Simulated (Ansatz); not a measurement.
Stepwise reaction of `CCBCC` with water, as a gas-phase model of exchange steps in deposition or etching. ΔE in kJ/mol.

Computed with Ansatz on PBE0-D4/def2-TZVP structures; ΔE is electronic, products minus reactants. CCSD(T)/CBS adds triple-zeta CCSD(T) − MP2 to the extrapolated MP2 energy (def2 sets, frozen cores). This one scheme is used for every species. Functionals use def2-TZVPP. B3LYP here is the variant with VWN-RPA as its local correlation; programs differ in this. Each species was taken in one conformer, which may not be the lowest.

```tsv
step	reaction	PBE-D4	B3LYP-D4	ωB97M-V	CCSD(T)/CBS
2	`CCBO` + H₂O → `OBO` + `CC`	-138.4	-145.9	-142.6	-137.4
```

Task: Give the row of step 1, `CCBCC` + H₂O → `CCBO` + `CC`. (An estimate is asked.)

Result: Computed: 
```csv
step,reaction,PBE-D4,B3LYP-D4,ωB97M-V,CCSD(T)/CBS
1,`CCBCC` + H₂O → `CCBO` + `CC`,-141.6,-147.2,-144.2,-139.2
```

Task: By hand: ΔE of the 2 steps together at CCSD(T)/CBS.

Result: (-139.2) + (-137.4) = -276.6 kJ/mol, or -138.3 kJ/mol a step.

In ΔE the steps differ by no more than 1.8 kJ/mol. All are downhill at CCSD(T)/CBS. PBE-D4 differs from CCSD(T)/CBS by -2.4 to -1.0 kJ/mol a step. Isolated molecules leave out the surface, adducts and barriers. Largest T1 diagnostic: 0.013.
